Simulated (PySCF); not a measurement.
C₄H₂BrF, SMILES Br/C(=C/C#C)F. Atoms are numbered in the order given.

```xyz
8

C     -0.1640    -3.7805     0.0000
C     -0.4013    -2.5770     0.0000
C     -0.7129    -1.1958     0.0000
C      0.2324    -0.2219     0.0000
F      1.5328    -0.4808     0.0000
Br    -0.1658     1.6199     0.0000
H      0.0520    -4.8395     0.0000
H     -1.7677    -0.8793     0.0000
```
Charge 0, spin multiplicity 1.

Coordinates come from a PBE-D3(BJ)/def2-SVP optimisation. The structure was generated by enumeration; whether it is a known compound was not checked.

Method: PBE-D3(BJ)/def2-SVP in PySCF.

Frequencies are harmonic and unscaled.

```json
[
 {"mode": "1", "ν (cm⁻¹)": "120", "IR (km/mol)": "0.4", "Raman (Å⁴/amu)": "4.6", "depolarisation": "0.75", "moving atoms (share of kinetic energy)": "C 75 %, H 15 %"},
 {"mode": "2", "ν (cm⁻¹)": "122", "IR (km/mol)": "0.8", "Raman (Å⁴/amu)": "6.8", "depolarisation": "0.71", "moving atoms (share of kinetic energy)": "C 57 %, F 27 %, H 11 %"},
 {"mode": "3", "ν (cm⁻¹)": "274", "IR (km/mol)": "1.0", "Raman (Å⁴/amu)": "7.4", "depolarisation": "0.51", "moving atoms (share of kinetic energy)": "C 60 %, Br 21 %, F 12 %"},
 {"mode": "4", "ν (cm⁻¹)": "342", "IR (km/mol)": "0.2", "Raman (Å⁴/amu)": "0.5", "depolarisation": "0.41", "moving atoms (share of kinetic energy)": "F 65 %, Br 23 %, C 12 %"},
 {"mode": "5", "ν (cm⁻¹)": "409", "IR (km/mol)": "11.0", "Raman (Å⁴/amu)": "6.5", "depolarisation": "0.45", "moving atoms (share of kinetic energy)": "C 76 %, Br 10 %, F 8 %"},
 {"mode": "6", "ν (cm⁻¹)": "418", "IR (km/mol)": "2.7", "Raman (Å⁴/amu)": "3.8", "depolarisation": "0.75", "moving atoms (share of kinetic energy)": "C 91 %"},
 {"mode": "7", "ν (cm⁻¹)": "546", "IR (km/mol)": "0.8", "Raman (Å⁴/amu)": "9.1", "depolarisation": "0.75", "moving atoms (share of kinetic energy)": "C 81 %, H 12 %"},
 {"mode": "8", "ν (cm⁻¹)": "596", "IR (km/mol)": "41.8", "Raman (Å⁴/amu)": "5.0", "depolarisation": "0.75", "moving atoms (share of kinetic energy)": "H 80 %, C 20 %"},
 {"mode": "9", "ν (cm⁻¹)": "664", "IR (km/mol)": "31.9", "Raman (Å⁴/amu)": "0.7", "depolarisation": "0.74", "moving atoms (share of kinetic energy)": "H 78 %, C 22 %"},
 {"mode": "10", "ν (cm⁻¹)": "780", "IR (km/mol)": "13.9", "Raman (Å⁴/amu)": "5.6", "depolarisation": "0.75", "moving atoms (share of kinetic energy)": "H 74 %, C 26 %"},
 {"mode": "11", "ν (cm⁻¹)": "802", "IR (km/mol)": "67.2", "Raman (Å⁴/amu)": "3.2", "depolarisation": "0.18", "moving atoms (share of kinetic energy)": "C 75 %, F 19 %"},
 {"mode": "12", "ν (cm⁻¹)": "1003", "IR (km/mol)": "45.4", "Raman (Å⁴/amu)": "3.2", "depolarisation": "0.11", "moving atoms (share of kinetic energy)": "C 85 %, F 9 %"},
 {"mode": "13", "ν (cm⁻¹)": "1076", "IR (km/mol)": "75.3", "Raman (Å⁴/amu)": "17.2", "depolarisation": "0.29", "moving atoms (share of kinetic energy)": "H 52 %, C 33 %, F 14 %"},
 {"mode": "14", "ν (cm⁻¹)": "1296", "IR (km/mol)": "55.6", "Raman (Å⁴/amu)": "6.4", "depolarisation": "0.47", "moving atoms (share of kinetic energy)": "C 51 %, H 39 %, F 10 %"},
 {"mode": "15", "ν (cm⁻¹)": "1642", "IR (km/mol)": "119.2", "Raman (Å⁴/amu)": "191.9", "depolarisation": "0.29", "moving atoms (share of kinetic energy)": "C 96 %"},
 {"mode": "16", "ν (cm⁻¹)": "2148", "IR (km/mol)": "4.2", "Raman (Å⁴/amu)": "587.5", "depolarisation": "0.30", "moving atoms (share of kinetic energy)": "C 92 %, H 8 %"},
 {"mode": "17", "ν (cm⁻¹)": "3123", "IR (km/mol)": "8.1", "Raman (Å⁴/amu)": "80.2", "depolarisation": "0.23", "moving atoms (share of kinetic energy)": "H 92 %, C 8 %"},
 {"mode": "18", "ν (cm⁻¹)": "3408", "IR (km/mol)": "97.8", "Raman (Å⁴/amu)": "32.6", "depolarisation": "0.22", "moving atoms (share of kinetic energy)": "H 86 %, C 14 %"}
]
```
